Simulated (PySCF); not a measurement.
An unknown is described by computed data only.

Elements present: C, F, H and O. Monoisotopic mass: 210.0115 u.

| Item | Value |
| --- | --- |
| Dipole | 1.90 D [CAM-B3LYP/def2-SVPD] |
| NMR, other nuclei | isotropic shieldings of nuclei other than C and H, by class: -133 (1 O), 139 (1 O), 251 (6 F) ppm [GIAO CAM-B3LYP/pcSseg-2] |
| Polarisability | 71.0 au [CAM-B3LYP/def2-SVPD] |
| UV, first state | lowest singlet excitation: 5.85 eV (212 nm, f = 0.001) [TDDFT CAM-B3LYP/def2-SVPD] |
| UV, strongest line | among the 10 lowest singlet transitions: S8 at 9.78 eV (127 nm, f = 0.139) [TDDFT CAM-B3LYP/def2-SVPD] |
| 13C NMR | chemical shifts (computed TMS as zero) by class: 173.6 (1 C), 133.0 (2 C), 61.9 (1 C), 55.6 (1 C) ppm [GIAO CAM-B3LYP/pcSseg-2] |
| 1H NMR | chemical shifts (computed TMS as zero) by class: 3.77 (3 H), 3.62 (1 H) ppm [GIAO CAM-B3LYP/pcSseg-2] |
| Triplet | lowest triplet excitation (Tamm–Dancoff): 5.32 eV [TDA CAM-B3LYP/def2-SVPD] |
| Rotational structure | rotational constants A, B, C: 0.942, 0.787, 0.573 GHz [PBE0-D3(BJ)/def2-SVP] |
| Couplings | largest of the computed one-bond spin–spin couplings (means over like bonds): 19F–13C -348.2 (×6), 13C–1H +154.2 (×3), 13C–1H +141.2 Hz [B3LYP/pcJ-1, spin–dipole term left out for some pairs] |

Electronic properties: PySCF, gas phase, density fitting. Levels stand in brackets. The structure is a single PBE0-D3(BJ)/def2-SVP conformer in the gas phase; no vibrational or solvent corrections. NMR classes are plain means over equivalent atoms (diastereotopic ones count apart unless rotation or inversion swaps them), as if these changed places fast.

Problem. Which formula fits the mass and the elements?

Solution. C5H4F6O2 (calculated 210.0115). Within 0.0003 u, C13H3FO2 would fit the mass too; the spectra decide.

Problem. What is the compound? Reason from the data.

Solution. Numbering: `[CH3:1][O:2][C:3](=[O:4])[CH:5]([C:6]([F:7])([F:8])[F:9])[C:10]([F:11])([F:12])[F:13]`. Its formula, C5H4F6O2, gives 1 degree of unsaturation: 0 rings and 1 π bond in the structure found. 5 carbons fall into 4 classes; from least to most shielded: ester carbonyl carbon [C3] (173.6 ppm), CF3 carbon [C6/C10] (133.0 ppm, 2 C), sp3 carbon next to a carbonyl [C5] (61.9 ppm), methoxy carbon [C1] (55.6 ppm). Hydrogen classes from least to most shielded: 3 H on a methoxy carbon, C1 (3.77 ppm), 1 H on an sp3 carbon next to a carbonyl, C5 (3.62 ppm). The other shieldings belong to: -133 ppm, ester carbonyl oxygen [O4]; 139 ppm, ester single-bonded oxygen [O2]; 251 ppm, fluorine of a CF3 group [F7/F8/F9/F11/F12/F13]. The couplings run between: -348.2 Hz, fluorine of a CF3 group [F7] and CF3 carbon [C6] (with 5 like pairs); +154.2 Hz, methoxy carbon [C1] and its hydrogen (with 2 like pairs); +141.2 Hz, sp3 carbon next to a carbonyl [C5] and its hydrogen. By its constants the optimised geometry is an asymmetric top. Structure: `COC(=O)C(C(F)(F)F)C(F)(F)F` (MeOCOCH(CF3)2). The assignments are read from this structure; whether some other isomer fits the data as well wasn't checked.

Conformer computed: `[CH3:1][O:2][C:3](=[O:4])[CH:5]([C:6]([F:7])([F:8])[F:9])[C:10]([F:11])([F:12])[F:13]`: C1–O2–C3–O4 1°, O2–C3–C5–C6 61°, C3–C5–C6–F7 165°, C3–C5–C10–F11 71°.
